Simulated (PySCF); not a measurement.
A species of formula C8H15PS has this rotational fingerprint, computed with PySCF 2.14.0, PBE0-D3(BJ)/def2-SVP geometry optimisation, gas phase:

```
Rotational constants : A = 1216, B = 870.0, C = 636.7 MHz
Dipole components    : |μa| = 4.25 D, |μb| = 2.58 D, |μc| = 1.61 D
Inertial defect      : -202.83 u·Å²
κ                    : -0.19
```

Question: Which structure is it? (One computed conformer of each.)
A. `[CH3:1][CH2:2][C:3]1=[C:4]([CH3:5])[CH2:6][CH2:7][P@@:8]1([CH3:9])=[S:10]` with C1–C2–C3–C4 -88°, C3–C4–C6–C7 -15°, C4–C6–C7–P8 21°, C6–C7–P8–C9 88°, C2–C3–P8–C7 -167°
B. `[CH2:1]=[CH:2][P@@:3](=[S:4])([C:5](=[CH2:6])[CH3:7])[CH:8]([CH3:9])[CH3:10]` with C1–C2–P3–S4 0°, C2–P3–C5–C6 48°, C2–P3–C8–C9 65°
C. `[CH2:1]1[CH2:2][CH:3]([P:4]2[CH2:5][CH2:6][S:7][CH2:8][CH2:9]2)[CH2:10]1` with C2–C3–P4–C5 178°, C10–C1–C2–C3 -18°, C1–C2–C3–P4 139°, C3–P4–C5–C6 -163°, P4–C5–C6–S7 68°
D. `[CH3:1][CH:2]([CH3:3])[CH2:4][P:5]1(=[S:6])[CH2:7][CH:8]=[CH:9][CH2:10]1` with C1–C2–C4–P5 174°, C2–C4–P5–S6 -40°, C4–P5–C7–C8 -89°, P5–C7–C8–C9 -14°, C8–C9–C10–P5 14°, C4–P5–C10–C9 87°

Answer: A. It is CCC1=C(C)CC[P@@]1(C)=S, an asymmetric top, point group C1. The candidates at the same level (rigid rotor, commonest isotopes):

| SMILES | A (MHz) | B (MHz) | C (MHz) | μa (D) | μb (D) | μc (D) | Δ (u·Å²) | point group | rotor |
| --- | --- | --- | --- | --- | --- | --- | --- | --- | --- |
| C1CC(P2CCSCC2)C1 | 2504 | 513.5 | 456.0 | 1.46 | 0.00 | 0.38 | -77.73 | Cs | near-prolate asymmetric top |
| CC(C)CP1(=S)CC=CC1 | 1301 | 730.3 | 605.5 | 0.73 | 4.24 | 0.41 | -245.76 | C1 | asymmetric top |
| CCC1=C(C)CC[P@@]1(C)=S | 1216 | 870.0 | 636.7 | 4.25 | 2.58 | 1.61 | -202.83 | C1 | asymmetric top |
| C=C[P@@](=S)(C(=C)C)C(C)C | 1001 | 900.1 | 785.9 | 1.03 | 0.92 | 3.79 | -423.39 | C1 | asymmetric top |

`C1CC(P2CCSCC2)C1` has A 106 % too high; `C=C[P@@](=S)(C(=C)C)C(C)C` has C 23 % too high; `CC(C)CP1(=S)CC=CC1` has B 16 % too low. No structure here is proved a minimum.
